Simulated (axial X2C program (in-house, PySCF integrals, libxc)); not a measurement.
## Testing model relations on PbH

A bond curve at the PBE0 level, 2c, was computed with an in-house all-electron X2C program for linear molecules (integrals from PySCF) (basis Pb dyall-cv3z [12s14p10d7f1g], H dyall-v3z [6s2p1d] (cores contracted in-house)) for the state Ω = 1/2 (⟨Sz⟩ = -0.45, ⟨Lz⟩ = 0.95 at PBE0). Its fit gives Re = 1.8474 Å, ωe = 1556.5 cm⁻¹, ωexe = 25.5 cm⁻¹ and αe = 1.338e-01 cm⁻¹; the masses are 207.9766 and 1.0078 u. Two-component means X2C with spin–orbit coupling and atomic mean-field Coulomb and Gaunt terms.

(1) Find the reduced mass, Be and the force constant.

(2) Estimate the centrifugal constant by the Kratzer relation.

(3) Where do the fundamental and the first overtone lie?

(4) Estimate De from a Morse curve and compare with the computed well depth of 1.773 eV to Pb + H.

(5) The dipole moment p changes by 3.63 D/Å at Re. What harmonic infrared intensity follows?

Occupations by symmetry block were frozen at the best pattern of an incomplete PBE0 search. Dissociation energies refer to the lowest single-determinant-based atoms at the same level and basis. Density functionals use the spin component along the axis (collinear). The functionals have no current-density term, which raises determinants with orbital currents, atoms included.

Answers

(1) From the PBE0 values: μ = 1.0029 u. Be = 16.8576/(μ Re²) = 4.925 cm⁻¹. k = 5.8918×10⁻⁷ μ ωe² = 1.43 mdyn/Å.

(2) D = 4Be³/ωe² = 1.97e-04 cm⁻¹.

(3) ν(1←0) = ωe − 2ωexe = 1505.5 cm⁻¹; ν(2←0) = 2ωe − 6ωexe = 2960.0 cm⁻¹.

(4) De(Morse) = ωe²/(4ωexe) = 2.945 eV against 1.773 eV computed, a ratio of 1.66. The extrapolation overshoots: the well softens faster than a Morse curve, or the lowest atomic limit lies below the one to which the curve heads.

(5) I = 42.256 × (dp/dR)²/μ = 560 km/mol.
